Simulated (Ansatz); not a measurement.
```yaml
crystal:
  periodic: [false, false, false]
  atoms:
    - {symbol: B, position_ang: [-0.310189, 2.428573, 0.363145]}
    - {symbol: N, position_ang: [-0.375073, 1.031013, 0.809943]}
    - {symbol: Si, position_ang: [-0.831783, -0.431309, -0.206636]}
    - {symbol: Si, position_ang: [1.080977, -1.959313, -0.461349]}
    - {symbol: H, position_ang: [-0.611564, 2.702310, -0.826983]}
    - {symbol: H, position_ang: [0.044172, 3.323085, 1.173348]}
    - {symbol: H, position_ang: [-0.107413, 0.840644, 1.819674]}
    - {symbol: H, position_ang: [-2.005725, -1.203681, 0.482095]}
    - {symbol: H, position_ang: [-1.310230, 0.102495, -1.589364]}
    - {symbol: H, position_ang: [2.244162, -1.259621, -1.234245]}
    - {symbol: H, position_ang: [1.610273, -2.387438, 0.946885]}
    - {symbol: H, position_ang: [0.653243, -3.244612, -1.240812]}
basis:
  gaussian: {orbitals: def2-SVPD}
magnetization: {spin_polarized: true, initial_magnetization: 1}
hamiltonian: {xc: {name: CAM-B3LYP}, dispersion: d3bj}
accuracy: high
```

```sh
$ ansatz run in.yaml --threads 4 --pin off --events-out ev --progress --plain --max-ram 10444MiB
```

Shortened log:

```
Error: a molecule whose nuclei and cores have a total charge of 48 cannot have a net charge of 0 together with 1 unpaired electrons
```

In this input the number of unpaired electrons doesn't fit the electron count. The input was rejected before any iteration.
